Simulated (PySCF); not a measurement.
Species: C₄H₉AsBN.
Cartesian coordinates in Å at the PBE0-D3(BJ)/def2-SVP level; atoms count from 1:
```xyz
16
C4H9AsBN angstrom
C      2.6593    0.8516    1.0951
C      1.7637    0.6416    0.3084
C      0.6810    0.3840   -0.6416
N     -0.4130   -0.3895   -0.0810
C     -0.0917   -1.7877    0.1183
B     -1.6376    0.1656    0.2916
As    -2.0998    2.1277   -0.0174
H      3.4530    1.0464    1.7928
H      0.2963    1.3433   -1.0218
H      1.0954   -0.1479   -1.5178
H      0.1736   -2.2708   -0.8384
H     -0.9560   -2.3076    0.5479
H      0.7657   -1.9006    0.8033
H     -2.4888   -0.5763    0.7240
H     -0.9026    2.7112    0.7233
H     -3.0257    2.2365    1.1827
```

Linear response at wB97X-D/def2-SVPD (PySCF, frozen core in the response, non-relativistic). Geometry: PBE0-D3(BJ)/def2-SVP, one conformer, isolated molecule. The wB97X-D/def2-SVPD calculation is non-relativistic and has no spin–orbit coupling, an omission that weighs most on arsenic.

Static isotropic polarisability: 103.05 au (15.27 Å³), principal values 84.4, 102.1, 122.6 au.

(1) What is the polarisability at 1064 nm and at the sodium D line?

(2) What is the isotropic C6 coefficient between two such molecules, C6 = (3/π)∫α(iω)² dω?

(3) Which effective excitation energy ω̄ makes London's formula C6 = (3/4)α²ω̄ exact here?

(4) What three-body coefficient follows from the one-pole estimate C9 = (3/4)·α·C6?

(5) How anisotropic is the static polarisability, by Δα² = ½[(α1 − α2)² + (α2 − α3)² + (α3 − α1)²]?

(6) What n − 1 at the D line would an ideal gas of it have at 273.15 K and 1 atm (2.6868 × 10¹⁹ cm⁻³), by n − 1 = 2π·N·α′?

Results:

(1) 104.21 au at 1064 nm (+1.1 %), 107.01 au at 589.3 nm (+3.8 %). The rise at 589.3 nm is 3.40 times that at 1064 nm; a pure ω² law gives 3.26. The lowest singlet lies at 222 nm, shorter than both wavelengths.

(2) 3794 au (Eh·bohr⁶) by a ten-point quadrature over imaginary frequencies, which is 2270 eV·Å⁶ or 219 J·nm⁶/mol.

(3) ω̄ = 4·C6/(3α²) = 0.476 Eh = 13.0 eV. A one-pole form α(ω) = α/(1 − ω²/ω̄²) fitted to the 1064 nm value gives 11.0 eV.

(4) 293000 au. This is an estimate from the two numbers above, not a computed integral.

(5) Δα = 33.1 au, or 0.32 of the isotropic value.

(6) 26.77 × 10⁻⁴, a formal value whether or not that pressure can be reached.

Rough CPU time on one thread of a shared machine: about 80 s. This is the whole response run at wB97X-D/def2-SVPD, SCF included.

Note: wB97X-D ran without an empirical dispersion term, which enters the total energy and its gradient alone.
